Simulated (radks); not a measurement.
Values are calculated unless marked as measured or tabulated.
Sm7.5+, 54.5 electrons, occupied as [Kr] 4d10 4f4 5s2 5p(up 2.5, down 0) (fractional occupations, a model configuration). Code: a radial shooting solver on a logarithmic mesh with Libxc functionals. Model: scalar-relativistic Kohn-Sham, BLYP, spin-polarised, spherical densities, finite nucleus; open shells are filled with parallel spins first (spin-orbit coupling, left out, can overturn this in heavy ions); Fermi nuclear charge, rms radius 5.0819 fm.

Normalised radial functions P(r) = r R(r), r in bohr:

| r | 4d up | 4f up |
|---|---|---|
| 0.001598 | 0.0000 | 0.0000 |
| 0.001845 | 0.0000 | 0.0000 |
| 0.002114 | 0.0001 | 0.0000 |
| 0.002422 | 0.0001 | 0.0000 |
| 0.002775 | 0.0001 | 0.0000 |
| 0.003179 | 0.0002 | 0.0000 |
| 0.003642 | 0.0003 | 0.0000 |
| 0.004173 | 0.0004 | 0.0000 |
| 0.004781 | 0.0006 | 0.0000 |
| 0.005477 | 0.0008 | 0.0000 |
| 0.006275 | 0.0012 | 0.0000 |
| 0.007247 | 0.0018 | 0.0000 |
| 0.008303 | 0.0025 | 0.0000 |
| 0.009513 | 0.0037 | 0.0000 |
| 0.0109 | 0.0053 | 0.0000 |
| 0.01249 | 0.0076 | 0.0001 |
| 0.01431 | 0.0109 | 0.0001 |
| 0.01639 | 0.0155 | 0.0002 |
| 0.01878 | 0.0220 | 0.0003 |
| 0.02151 | 0.0310 | 0.0004 |
| 0.02465 | 0.0433 | 0.0007 |
| 0.02824 | 0.0602 | 0.0012 |
| 0.03261 | 0.0843 | 0.0020 |
| 0.03736 | 0.1145 | 0.0032 |
| 0.0428 | 0.1537 | 0.0050 |
| 0.04904 | 0.2034 | 0.0079 |
| 0.05618 | 0.2646 | 0.0124 |
| 0.06437 | 0.3379 | 0.0191 |
| 0.07375 | 0.4219 | 0.0290 |
| 0.08449 | 0.5137 | 0.0434 |
| 0.0968 | 0.6070 | 0.0641 |
| 0.1109 | 0.6926 | 0.0930 |
| 0.1281 | 0.7602 | 0.1350 |
| 0.1467 | 0.7858 | 0.1881 |
| 0.1681 | 0.7568 | 0.2562 |
| 0.1926 | 0.6581 | 0.3407 |
| 0.2207 | 0.4806 | 0.4416 |
| 0.2528 | 0.2254 | 0.5566 |
| 0.2896 | -0.0930 | 0.6810 |
| 0.3318 | -0.4457 | 0.8076 |
| 0.3802 | -0.7922 | 0.9265 |
| 0.4356 | -1.0871 | 1.0267 |
| 0.499 | -1.2889 | 1.0966 |
| 0.5763 | -1.3721 | 1.1277 |
| 0.6603 | -1.3247 | 1.1125 |
| 0.7564 | -1.1760 | 1.0558 |
| 0.8667 | -0.9623 | 0.9635 |
| 0.9929 | -0.7250 | 0.8441 |
| 1.138 | -0.5008 | 0.7073 |
| 1.303 | -0.3148 | 0.5633 |
| 1.493 | -0.1780 | 0.4226 |
| 1.711 | -0.0894 | 0.2953 |
| 1.96 | -0.0392 | 0.1899 |
| 2.263 | -0.0138 | 0.1072 |
| 2.593 | -0.0043 | 0.0557 |
| 2.971 | -0.0011 | 0.0254 |
| 3.404 | -0.0002 | 0.0099 |
| 3.9 | 0.0000 | 0.0033 |
| 4.468 | 0.0000 | 0.0009 |

4d up: eigenvalue -242.33 eV, 1 radial node at r = 0.279 bohr, <r> = 0.660 bohr, 90 % of the charge inside 0.988 bohr. 4f up: eigenvalue -112.22 eV, 0 radial nodes, <r> = 0.797 bohr, 90 % of the charge inside 1.30 bohr.
